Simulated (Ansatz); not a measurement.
Input for Ansatz (development build ahead of 0.2.0):

```yaml
crystal:
  periodic: [false, false, false]
  atoms:
    - { symbol: Ru, position_ang: [0.0, 0.0, 0.0] }
    - { symbol: "N", position_ang: [0.0, 0.0, 1.57] }
basis:
  gaussian: { orbitals: def2-TZVPP }
magnetization:
  spin_polarized: true
  initial_magnetization: 1
hamiltonian:
  xc: hf
```

The input is written out in the form of the current development build from the run's settings. The basis set brings a core potential for Ru, so the total leaves out those core electrons.

The run gave:

| Item | Value |
| --- | --- |
| Converged | yes |
| Total energy | -148.47113 hartree |
| Spin squared of the determinant | 2.009 |
| Stability test | minimum |

Caution: another spin multiplicity may lie lower; the unrestricted determinant is a mixture of spin states.
